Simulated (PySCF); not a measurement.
A structure optimised at PBE-D3(BJ)/def2-SVP, used in a PySCF frequency run:

```
C
C 1 1.3503
F 2 1.3343 1 121.98
H 2 1.1009 3 114.93 1 180.00
Cl 1 1.7228 2 122.10 4 180.00
Br 1 1.8919 2 120.06 4 0.00
```

### Question
Write its SMILES, formula and point group.

### Answer
F/C=C(\Cl)Br, C2HBrClF, Cs

### Question
What are its rotational constants (standard atomic weights)?

### Answer
3.8934, 1.4237, 1.0425 GHz
